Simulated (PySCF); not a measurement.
# Structure from 2D NMR

Compound of formula C2H12O2Si3. Correlations simulated from computed shifts and the bond graph:

HSQC (one-bond C–H):
| δH | δC |
| --- | --- |
| 1.17 | 7.1 |
| 0.54 | 13.3 |

COSY cross peaks (H two or three bonds apart, from the bond graph; peaks can be absent where the dihedral angle is near 90°):
| δH | δH |
| --- | --- |
| 4.87 | 0.54 |
| 1.17 | 0.54 |

HMBC (two and three bonds, from the bond graph):
| δH | δC |
| --- | --- |
| 4.87 | 13.3, 7.1 |
| 1.17 | 13.3 |
| 0.54 | 7.1 |

- GFN2-xTB structure
- σ from GIAO-PBE0/pcSseg-1
- run in PySCF
- no relativistic terms, gas phase, a single conformation, equivalent nuclei averaged

δ = σ(ref) − σ, references computed at the same level: ¹H (σ = 31.72 ppm) and ¹³C (σ = 186.93 ppm) vs TMS.

Exchangeable hydrogens are left out of these lists.

Which molecule is this?

## Answers

`CC[SiH](O[SiH3])O[SiH3]`.

Atom-mapped SMILES (the numbers label the heavy atoms): `[CH3:1][CH2:2][SiH:3]([O:4][SiH3:5])[O:6][SiH3:7]`. Each H is labelled by its parent atom.

- δC 13.3 is C2, an sp3 CH2 bonded to Si (δH 0.54).
- δC 7.1 is C1, a methyl carbon (δH 1.17).
- COSY links 4.87–0.54, 1.17–0.54.

The shifts were computed for this structure.

Shifts are as computed. Against solution values, carbons near 30 ppm lie about +3 ppm off and those near 130 ppm about +5 ppm. Of 1211 compounds with measured shifts, 218 miss one by over three times the rms of a fit or turn the order of signals round; such compounds aren't used in these exercises.
